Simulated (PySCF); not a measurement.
# Distorted geometries of [Yb(H2O)3]2+

[Yb(H2O)3]2+ (singlet in the valence; each metal's 4f electrons, 14 of them, lie in its core potential, out of spins and levels). PySCF 2.14.0, RKS BP86, Yb lcecp-0-SVP with ECP60, O def2-SVP, H def2-SVP; non-relativistic Hamiltonian with scalar-relativistic core potentials where named; density fitting; no spin-orbit coupling. Relaxed geometry:

```xyz
10

Yb    0.0000    0.0000    0.0000
O     2.4074    0.0000    0.0000
H     3.0173    0.5981    0.4901
H     3.0173   -0.5982   -0.4901
O    -1.2037    2.0849    0.0000
H    -2.0267    2.3140    0.4901
H    -0.9906    2.9122   -0.4901
O    -1.2037   -2.0848    0.0000
H    -0.9906   -2.9121    0.4901
H    -2.0267   -2.3139   -0.4901
```

Problem. Order these distorted geometries by energy above the relaxed one, lowest first.
A.
```xyz
10

Yb   -0.0035   -0.0263    0.0751
O     2.4073    0.0049   -0.0149
H     2.9998    0.5867    0.4861
H     3.0115   -0.6489   -0.4639
O    -1.2321    2.0770    0.0265
H    -2.0100    2.3367    0.4422
H    -1.0040    2.9640   -0.4871
O    -1.1833   -2.0812    0.0235
H    -1.0122   -2.8620    0.4672
H    -1.9734   -2.3509   -0.5548
```
B.
```xyz
10

Yb   -0.0254    0.0103    0.0369
O     2.4648   -0.0454    0.0114
H     3.0238    0.6176    0.4890
H     2.9737   -0.6189   -0.5359
O    -1.1887    2.0969    0.0153
H    -2.0528    2.2789    0.4413
H    -0.9990    2.9699   -0.4775
O    -1.1830   -2.0510   -0.0063
H    -0.9651   -2.9240    0.5044
H    -2.0482   -2.3343   -0.4787
```
C.
```xyz
10

Yb    0.0136    0.0237    0.0401
O     2.4466    0.0241    0.0277
H     2.9862    0.6051    0.4850
H     3.0191   -0.6168   -0.4976
O    -1.2019    2.0706   -0.0118
H    -2.0169    2.2797    0.4655
H    -1.0152    2.9134   -0.5116
O    -1.2465   -2.0975   -0.0303
H    -1.0392   -2.8930    0.4530
H    -1.9457   -2.3094   -0.4199
```

Solution. B (0.23 eV), A (0.39 eV), C (1.05 eV).

Problem. Which forces (eV/Å) act in the one that lies 0.39 eV up?

Solution. 
```
Yb   0.03  0.36  0.00
O   -0.27 -0.85 -0.52
H    0.52  0.39  0.28
H   -0.27  0.45  0.26
O    3.66  1.18 -2.92
H   -3.30  0.77  1.89
H   -0.28 -2.10  1.03
O   -1.96  2.79 -2.84
H    0.95 -3.52  2.20
H    0.91  0.52  0.62
```
Forces carry noise of the integration grid, about 0.01 to 0.03 eV/Å.

A frequency check found unstable modes (1, the lowest at -18 cm⁻¹), so the relaxed geometry is a saddle point, or these are noise. An lcecp potential fixes the number of 4f electrons, so in runs with it no electron can move into or out of that shell.
